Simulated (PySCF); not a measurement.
SMILES O=CC(F)=C=C=C=CF, C₆H₂F₂O

Geometry:
```csv
atom,x (Å),y (Å),z (Å)
O1,2.481,-0.785,-1.506
C2,2.787,-0.445,-0.395
C3,1.825,0.007,0.642
F4,2.410,0.333,1.794
C5,0.516,0.091,0.466
C6,-0.735,0.140,0.210
C7,-1.990,0.194,-0.039
C8,-3.271,0.313,-0.320
F9,-4.149,-0.659,-0.133
H10,3.845,-0.436,-0.030
H11,-3.718,1.224,-0.733
```

Method: TDDFT CAM-B3LYP/aug-cc-pVDZ circular dichroism and optical rotation, one conformer, gas phase in PySCF. Geometry: PBE0-D3(BJ)/def2-SVP.

No stereocentre is labelled: unless the shape is locked (an allene, a helicene, a hindered biaryl), the mirror image is equally populated and a measured rotation or CD is zero.

(1) What is the specific rotation at 633, 589.3, 546 nm?

(2) And for the mirror image at 589.3 nm?

(3) What is the molar rotation [Φ] = [α]·M/100 of the geometry above at 589.3 nm?

Results:

(1) [α] in deg dm⁻¹ (g/mL)⁻¹:
| λ (nm) | origin-invariant length gauge | modified velocity gauge | length gauge (centre of mass) | isotropic polarisability (au) |
| --- | --- | --- | --- | --- |
| 633 | +56.2 | +56.4 | +55.2 | 110.8 |
| 589.3 | +62.8 | +64.2 | +61.6 | 112.4 |
| 546 | +66.9 | +70.7 | +65.5 | 114.4 |

(2) -62.8 deg dm⁻¹ (g/mL)⁻¹ (origin-invariant length gauge): the same size and the opposite sign.

(3) With M = 128.08 g/mol, +80.5 deg cm² dmol⁻¹ (origin-invariant length gauge).

The first excitation lies at 3.11 eV (398 nm) with R = -1.9 × 10⁻⁴⁰ esu² cm² (velocity form).
